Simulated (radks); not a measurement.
Task: Ce45+, configuration [Ne] 3s2 3p1. All-electron calculation, Dirac Kohn-Sham, BLYP, spin-unpolarised, spherical densities, finite nucleus; open shells fill j = l - 1/2 first; Fermi nuclear charge, rms radius 4.8771 fm. Program: a radial shooting solver on a logarithmic mesh with Libxc functionals. Some entries of the table are withheld. Estimate them.

orbital  occ.  eigenvalue (Ry)  r(max) (bohr)  <1/r> (bohr^-1)
1s1/2       2        -3179.941        0.01574            63.37
2s1/2       2        -683.9605        0.08854            15.18
2p1/2       2        -660.6708        0.06737            15.12
2p3/2       4        -626.7423        0.07250            13.71
3s1/2       2        -275.0942         0.2373              (1)
3p1/2       1              (2)         0.2223            6.100
3p3/2       0              (3)         0.2313            5.728

Result: 
(1) 3s1/2 <1/r> (bohr^-1): 6.164
(2) 3p1/2 eigenvalue (Ry): -266.8123
(3) 3p3/2 eigenvalue (Ry): -258.0309
